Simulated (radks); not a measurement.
Values are calculated unless marked as measured or tabulated.
Task: All-electron atom: Au in [Xe] 4f14 5d10 6s1. Level of theory: Dirac Kohn-Sham, PBE, spin-unpolarised, spherical densities, finite nucleus; Fermi nuclear charge, rms radius 5.4371 fm (a radial shooting solver on a logarithmic mesh with Libxc functionals). Some entries of the table are withheld. Estimate them.

orbital  occ.  eigenvalue (eV)  r(max) (bohr)
1s1/2       2        -80609.58        0.01042
2s1/2       2        -14212.18        0.06039
2p1/2       2              (1)        0.04446
2p3/2       4              (2)        0.05184
3s1/2       2        -3354.110         0.1699
3p1/2       2              (3)            (4)
3p3/2       4              (5)            (6)
3d3/2       4        -2251.922            (7)
3d5/2       6        -2164.865            (8)
4s1/2       2        -727.9242         0.3832
4p1/2       2        -616.2074         0.3814
4p3/2       4        -519.0857         0.4122
4d3/2       4        -335.9395         0.4052
4d5/2       6        -317.8501         0.4147
5s1/2       2        -108.0313            (9)
4f5/2       6         -83.0316         0.3733
4f7/2       8         -79.2203         0.3779
5p1/2       2         -71.8193         0.8975
5p3/2       4         -55.3511         0.9777
5d3/2       4          -7.8394          1.193
5d5/2       6          -6.3138          1.234
6s1/2       1          -5.7747          2.319

Result: 
(1) 2p1/2 eigenvalue (eV): -13632.82
(2) 2p3/2 eigenvalue (eV): -11797.36
(3) 3p1/2 eigenvalue (eV): -3092.627
(4) 3p1/2 r(max) (bohr): 0.1586
(5) 3p3/2 eigenvalue (eV): -2687.601
(6) 3p3/2 r(max) (bohr): 0.1735
(7) 3d3/2 r(max) (bohr): 0.1352
(8) 3d5/2 r(max) (bohr): 0.1393
(9) 5s1/2 r(max) (bohr): 0.8492
